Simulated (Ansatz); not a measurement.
`[Cl][Ge]([Cl])([I])[I]` → `[Cl][Ge][Cl]` + I₂  (germylene formation by 1,1-elimination)

Program: Ansatz. Geometries: PBE0-D4/def2-TZVP. ΔE: electronic, gas phase. CCSD(T)/CBS is the MP2 limit (def2-TZVPP, def2-QZVPP) plus CCSD(T) − MP2 in def2-TZVPP, frozen cores. def2 core potentials past Kr. For Ge, I outer-core shells are correlated without core-valence functions, which leaves a few kJ/mol of doubt a bond. Scalar relativity is left out up to krypton.

| species | CCSD/def2-SVP energy (Eh) |
| --- | --- |
| `[Cl][Ge]([Cl])([I])[I]` | -3588.02984 |
| `[Cl][Ge][Cl]` | -2994.38603 |
| I₂ | -593.56554 |

Work out ΔE.

ΔE = (-2994.38603) + (-593.56554) − (-3588.02984) = 0.07827 Eh = +205.5 kJ/mol. CCSD(T)/CBS gives +194.2 kJ/mol.

Largest T1 diagnostic among the species: 0.013.

Leaving LDA and LC-ωPBE aside and taking each functional with its dispersion term where it has one, the values, not all of them listed here, spread over 78.8 kJ/mol, from BLYP-D4 to PBE-QIDH. LDA lies +43.1 kJ/mol from PBE without D4. From PBE to PBE0 (25 % exact exchange), in def2-TZVPP and without D4, ΔE moves by +25.2 kJ/mol. At CCSD(T), def2-SVP lies +13.5 kJ/mol from the extrapolated value and def2-TZVPP +21.1 kJ/mol.
